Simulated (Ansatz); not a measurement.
C8H4Si (`C#C[Si](C#C)(C#C)C#C`), relaxed with RKS PBE-D4/def2-SVP in Ansatz from a rough embedded geometry. The force threshold is 0.03 eV/Å; the program also tests the step.

Charge 0, multiplicity 1.

Start:

```xyz
13

C    -1.907   -1.327   -2.140
C    -1.138   -0.798   -1.281
Si    0.040    0.021    0.005
C     1.773   -0.402   -0.479
C     2.973   -0.571   -0.777
C    -0.348   -0.722    1.732
C    -0.595   -1.193    2.801
C    -0.308    1.842    0.031
C    -0.514    3.084    0.064
H    -2.535   -1.751   -2.800
H     3.964   -0.736   -1.023
H    -0.802   -1.586    3.776
H    -0.603    4.139    0.091
```

Question: By how much does the energy fall, and how many steps does the optimiser take? (An estimate is asked.)

Answer: The calculation gave: 56.45 kJ/mol, in 3 steps.

Question: Which bonds change most? (Estimate.)

Answer: Ansatz gave: C2–Si3 from 1.927 to 1.835 Å; Si3–C6 from 1.920 to 1.835 Å; C1–H10 from 1.005 to 1.083 Å; C5–H11 from 1.035 to 1.083 Å.

Question: Give the relaxed structure. (Estimate.)

Answer: Ansatz gave: 
```xyz
13

C    -1.864   -1.289   -2.067
C    -1.117   -0.773   -1.239
Si   -0.002   -0.003   -0.001
C     1.745   -0.339   -0.454
C     2.915   -0.558   -0.755
C    -0.351   -0.707    1.657
C    -0.584   -1.177    2.768
C    -0.283    1.810    0.032
C    -0.466    3.025    0.055
H    -2.523   -1.743   -2.796
H     3.947   -0.751   -1.021
H    -0.790   -1.591    3.747
H    -0.628    4.095    0.075
```
